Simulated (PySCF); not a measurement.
## A run, input to output

The script drives PySCF SCF with an in-house response code with single-precision fitted integrals, so total energies wander by about 1e-6 Eh between cycles (the fitting error itself is about 1e-3 Eh and cancels in differences); atoms count from 0. Pop asks for populations, which are stored and not printed.

Job and coordinates (Å):

```
{"job": {"kind": "nmr", "xc": "PBE0", "basis": "pcSseg-1", "pop": false, "solvent": "chloroform"}, "charge": 0, "multiplicity": 1}
C      6.428389     0.086207     0.862665
C      5.141164     0.771638     0.505704
C      5.070118     2.164197     0.398141
C      3.877024     2.787500     0.030748
C      2.738687     2.036776    -0.230186
C      2.772613     0.635696    -0.119448
C      1.604182    -0.212740    -0.353509
C      0.342220     0.206082    -0.565350
C     -0.805580    -0.672282    -0.826904
C     -0.584169    -1.812275    -1.606987
C     -1.622092    -2.674297    -1.922406
C     -2.921468    -2.416758    -1.493991
C     -4.029424    -3.350186    -1.881051
C     -3.185113    -1.270412    -0.705156
C     -4.618224    -1.045302    -0.308213
C     -2.121756    -0.405528    -0.354136
P     -2.411819     1.032280     0.775168
C     -1.079413     1.032094     2.012543
C     -2.209998     2.527569    -0.245139
O     -3.740960     1.058686     1.477590
C      3.984917     0.030850     0.245828
H      7.081589     0.739928     1.458192
H      6.250128    -0.835020     1.436229
H      6.987114    -0.197024    -0.045040
H      5.958779     2.767758     0.601702
H      3.838982     3.876196    -0.055119
H      1.818744     2.543113    -0.530318
H      1.793725    -1.290745    -0.308395
H      0.152031     1.280770    -0.557818
H      0.416831    -1.997854    -2.001146
H     -1.424886    -3.556071    -2.538242
H     -4.813160    -2.834819    -2.459236
H     -4.527976    -3.778340    -0.996579
H     -3.648911    -4.180787    -2.491047
H     -4.743682    -0.173557     0.341124
H     -5.239226    -0.925774    -1.211408
H     -5.011075    -1.927344     0.222078
H     -1.023989     0.029832     2.460778
H     -1.414888     1.739117     2.785665
H     -0.086909     1.316875     1.645426
H     -2.344255     3.395596     0.417258
H     -1.251394     2.609469    -0.773523
H     -3.026510     2.526058    -0.981548
H      4.020146    -1.059429     0.334351
```

Command:

```bash
OMP_NUM_THREADS=4 python large_run.py task.json out
```

What does the program print?


```
start: PBE on a coarse grid of 35494 points
cycle   1  E = -1152.5976197955  dE =  2.631e+00  |g| = 1.313e+00  |ddm| = 6.918e+00
cycle   2  E = -1150.9750357193  dE =  1.623e+00  |g| = 2.884e+00  |ddm| = 7.415e+00
cycle   3  E = -1152.8320507722  dE = -1.857e+00  |g| = 8.095e-01  |ddm| = 6.976e+00
cycle   4  E = -1152.9833253932  dE = -1.513e-01  |g| = 1.223e-01  |ddm| = 1.029e+00
cycle   5  E = -1152.9775154336  dE =  5.810e-03  |g| = 1.893e-01  |ddm| = 3.520e-01
cycle   6  E = -1152.9872274031  dE = -9.712e-03  |g| = 2.950e-02  |ddm| = 2.196e-01
cycle   7  E = -1152.9874192188  dE = -1.918e-04  |g| = 1.345e-02  |ddm| = 4.392e-02
cycle   8  E = -1152.9874635593  dE = -4.434e-05  |g| = 4.098e-03  |ddm| = 1.654e-02
final grid: 320604 points
cycle   9  E = -1153.2808461067  dE = -1.245e-02  |g| = 6.792e-02  |ddm| = 6.994e-01
cycle  10  E = -1153.2797647037  dE =  1.081e-03  |g| = 1.027e-01  |ddm| = 2.031e-01
cycle  11  E = -1153.2818713828  dE = -2.107e-03  |g| = 1.840e-02  |ddm| = 1.400e-01
cycle  12  E = -1153.2819368661  dE = -6.548e-05  |g| = 3.378e-03  |ddm| = 2.415e-02
cycle  13  E = -1153.2819389369  dE = -2.071e-06  |g| = 2.055e-03  |ddm| = 5.731e-03
cycle  14  E = -1153.2819392003  dE = -2.634e-07  |g| = 4.137e-04  |ddm| = 2.835e-03
cycle  15  E = -1153.2819390899  dE =  1.103e-07  |g| = 1.333e-04  |ddm| = 5.955e-04
cycle  16  E = -1153.2819386531  dE =  4.368e-07  |g| = 4.036e-05  |ddm| = 2.005e-04
converged SCF energy = -1153.2819386531

GIAO shielding tensors (ppm)
atom      isotropic    diamagn.    paramagn.     s11        s22        s33       span
  0 C      161.754     238.483     -76.730    141.011    155.817    188.434     47.423
  1 C       39.281     266.343    -227.062    -64.914      9.139    173.617    238.531
  2 C       49.450     252.339    -202.889    -53.710     41.055    161.005    214.715
  3 C       50.105     254.471    -204.366    -61.020     38.012    173.324    234.344
  4 C       59.372     253.944    -194.572    -43.042     42.847    178.310    221.352
  5 C       43.652     258.889    -215.237    -50.081      8.292    172.745    222.826
  6 C       46.066     262.900    -216.835    -45.706     50.535    133.368    179.073
  7 C       47.991     267.311    -219.320    -57.627     47.415    154.186    211.813
  8 C       42.084     261.896    -219.812    -47.869      7.107    167.015    214.883
  9 C       53.976     255.661    -201.685    -47.655     46.796    162.788    210.443
 10 C       46.598     260.602    -214.004    -59.023     43.469    155.347    214.371
 11 C       38.430     268.983    -230.553    -63.224     11.233    167.281    230.505
 12 C      161.680     240.998     -79.318    148.734    155.705    180.601     31.867
 13 C       32.520     259.742    -227.222    -63.377     -4.657    165.593    228.970
 14 C      168.913     245.686     -76.773    156.820    173.182    176.737     19.917
 15 C       50.063     275.557    -225.494    -27.787     20.004    157.970    185.757
 16 P      294.389     966.501    -672.112    221.861    226.011    435.294    213.433
 17 C      160.843     259.335     -98.492    139.190    160.507    182.831     43.641
 18 C      163.158     257.983     -94.825    146.492    157.143    185.839     39.346
 19 O      222.547     391.148    -168.601    112.208    239.575    315.858    203.651
 20 C       47.389     255.978    -208.589    -47.562     42.926    146.803    194.365
 21 H       28.931      23.192       5.739     23.861     28.090     34.843     10.982
 22 H       28.853      26.281       2.573     23.682     28.742     34.135     10.452
 23 H       28.529      22.515       6.015     24.952     25.817     34.819      9.867
 24 H       23.882      29.999      -6.117     20.231     23.840     27.574      7.344
 25 H       23.676      30.136      -6.460     19.863     24.089     27.075      7.212
 26 H       23.414      36.466     -13.053     18.383     22.906     28.952     10.569
 27 H       24.449      41.262     -16.813     19.958     22.493     30.896     10.939
 28 H       23.715      41.794     -18.079     18.555     21.182     31.409     12.854
 29 H       23.755      37.867     -14.112     18.812     23.391     29.061     10.249
 30 H       23.702      35.416     -11.713     19.464     23.725     27.919      8.454
 31 H       28.892      24.790       4.101     23.909     28.137     34.629     10.720
 32 H       28.841      25.897       2.944     23.973     28.015     34.534     10.561
 33 H       29.017      25.866       3.151     23.578     28.510     34.962     11.384
 34 H       25.265      32.380      -7.115     14.206     24.612     36.977     22.771
 35 H       29.586      27.684       1.903     24.871     28.268     35.620     10.748
 36 H       29.410      28.654       0.756     24.495     28.595     35.139     10.645
 37 H       29.648      35.850      -6.202     27.360     28.035     33.549      6.188
 38 H       29.655      31.886      -2.231     25.334     27.989     35.642     10.308
 39 H       29.332      38.049      -8.717     23.336     27.852     36.809     13.472
 40 H       29.370      30.057      -0.687     25.873     26.778     35.458      9.585
 41 H       29.201      35.888      -6.687     23.679     28.949     34.975     11.296
 42 H       29.431      30.754      -1.323     25.380     28.539     34.374      8.994
 43 H       23.938      37.446     -13.509     19.594     22.150     30.070     10.476
```

Roughly how long does this take on 4 threads of Arm Neoverse V1 (shared host), and how large is the basis?

About 41 s of wall time, peak memory 2.5 GiB; 479 basis functions and 1361 fitting functions.
